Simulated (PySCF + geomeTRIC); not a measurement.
A geometry relaxed with M06-2X/def2-TZVP (PySCF + geomeTRIC), charge 0, multiplicity 1:

```xyz
8

H     -0.7558     1.8236     0.7531
H     -1.2343     1.0458    -1.0523
B      0.3074    -0.4416     0.3135
O      1.6343    -0.5273    -0.0043
B     -0.6424     0.9267    -0.0242
H      2.0013     0.2445    -0.4373
H     -1.1128    -1.5223     1.1613
O     -0.1841    -1.5593     0.9285
```

Question: Write the SMILES of this molecule.

Answer: `BB(O)O`
